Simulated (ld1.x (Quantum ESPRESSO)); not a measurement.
barium (Ba): one change to a TM potential, before and after

| Quantity | Value |
| --- | --- |
| Element | barium (Ba) |
| Generator | ld1.x (Quantum ESPRESSO) 7.5 |
| Type | norm-conserving Troullier–Martins (Kleinman–Bylander form) |
| Functional | PBEsol |
| Relativity | scalar-relativistic |
| Frozen core | [Xe] |
| Valence charge | 2 |
| Reference configuration | 5d0 6s2 6p0 |
| Partial waves | 6p (bound, empty): rc 4.20 bohr; 5d (bound, empty): rc 3.00 bohr; 6s (bound): rc 3.05 bohr |
| Local potential | the s channel |
| Core correction | Bessel-smoothed model core inside 2.05 bohr |

All-electron outer shells of the reference configuration (PBEsol, scalar-relativistic, ld1.x):

```csv
shell,level (eV),outermost node (bohr),outermost maximum (bohr)
5s,-33.70,0.80,1.47
5p,-18.74,0.86,1.67
6s,-3.25,1.97,4.16
5d,-2.03,1.00,2.49
6p,-1.23,2.36,5.40
```

Change: wave 6s (bound): rc 3.05 bohr becomes 6s (bound): rc 3.16 bohr.

Cutoffs: the cutoffs (Ry, on a coarse ladder) from which the occupation-weighted sum of valence levels, in a spherical-Bessel basis at the reference potential, stays within 10 and 1 mRy of its value at 400 Ry; they do not see the model core or the augmentation charge, which bear on the density cutoff. Errors are all-electron minus pseudo energies relative to the spin-unpolarised reference configuration.

**Question.** What does the change do?

**Answer.** The potential gets softer (8 Ry and 15 Ry → 6 Ry and 15 Ry); of the 7 tests that both files solve, the error grows in 1 and shrinks in 1 by more than 15 % and 0.3 meV (median size 33.0 → 35.9 meV); neither file shows a bound ghost. A larger radius leaves more room for a smooth pseudo-wave, so fewer plane waves are needed.

```tsv
quantity	base	changed
cutoff, loose	8 Ry	6 Ry
cutoff, tight	15 Ry	15 Ry
bound ghosts	none	none
error for 5d0 6s1 6p0, meV [ΔE 5.38 eV]	-1.3	-3.2
error for 5d0 6s1.5 6p0, meV [ΔE 2.15 eV]	+0.4	0.0
error for 5d0 6s1 6p1, meV [ΔE 2.05 eV]	-8.3	-8.3
error for 5d0 6s0 6p2, meV [ΔE 4.17 eV]	-45	-41
error for 5d1 6s0 6p0, meV [ΔE 6.03 eV]	-42	-46
error for 5d1 6s1 6p0, meV [ΔE 1.34 eV]	-33	-36
error for 5d0 6s0 6p1, meV [ΔE 7.98 eV]	-48	-44
s: phases at 4.57 bohr within 0.05 rad from the reference energy up to (Ry; the scan ends near 5)	0.2	0.3
p: phases at 4.57 bohr within 0.05 rad from the reference energy up to (Ry; the scan ends near 5)	1.2	1.1
d: phases at 4.57 bohr within 0.05 rad from the reference energy up to (Ry; the scan ends near 5)	0.6	0.6
```
